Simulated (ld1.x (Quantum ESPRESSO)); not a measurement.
# Reading a pseudo-wave (chlorine (Cl))

Columns: radius, all-electron u(r) and pseudo u(r) of the 3p shell (level -8.60 eV) of chlorine in the configuration [Ne] 3s2 3p5; PBE, scalar-relativistic, TM semilocal scheme, ld1.x (Quantum ESPRESSO) 7.5.

| r (bohr) | all-electron | pseudo |
| --- | --- | --- |
| 0.072 | 0.1260 | -0.0050 |
| 0.145 | 0.2832 | -0.0200 |
| 0.217 | 0.3555 | -0.0444 |
| 0.290 | 0.3438 | -0.0784 |
| 0.362 | 0.2720 | -0.1202 |
| 0.435 | 0.1634 | -0.1701 |
| 0.507 | 0.0396 | -0.2256 |
| 0.580 | -0.0893 | -0.2868 |
| 0.652 | -0.2113 | -0.3504 |
| 0.725 | -0.3247 | -0.4163 |
| 0.798 | -0.4252 | -0.4816 |
| 0.870 | -0.5109 | -0.5431 |
| 0.942 | -0.5833 | -0.5999 |
| 1.015 | -0.6433 | -0.6507 |
| 1.088 | -0.6905 | -0.6932 |
| 1.160 | -0.7256 | -0.7264 |
| 1.232 | -0.7506 | -0.7507 |
| 1.305 | -0.7668 | -0.7668 |
| 1.378 | -0.7749 | -0.7749 |
| 1.450 | -0.7762 | -0.7762 |
| 1.522 | -0.7720 | -0.7720 |
| 1.595 | -0.7631 | -0.7631 |
| 1.668 | -0.7502 | -0.7502 |
| 1.740 | -0.7344 | -0.7344 |
| 1.812 | -0.7163 | -0.7163 |
| 1.885 | -0.6960 | -0.6960 |

How many radial nodes do the two functions have?

The all-electron 3p function has n − l − 1 = 1; the pseudo-wave has 0, since the states of the same l below it are removed with the core.

At about which radius was the pseudo-wave matched?

1.45 bohr. The columns agree to 0.0005 from 1.23 bohr on; several derivatives are matched, so the curves merge somewhat inside the radius.

Is the pseudo-wave norm-conserving?

Yes: the TM semilocal scheme keeps the norm inside the radius equal to the all-electron one, which fixes the energy derivative of the logarithmic derivative at the level.
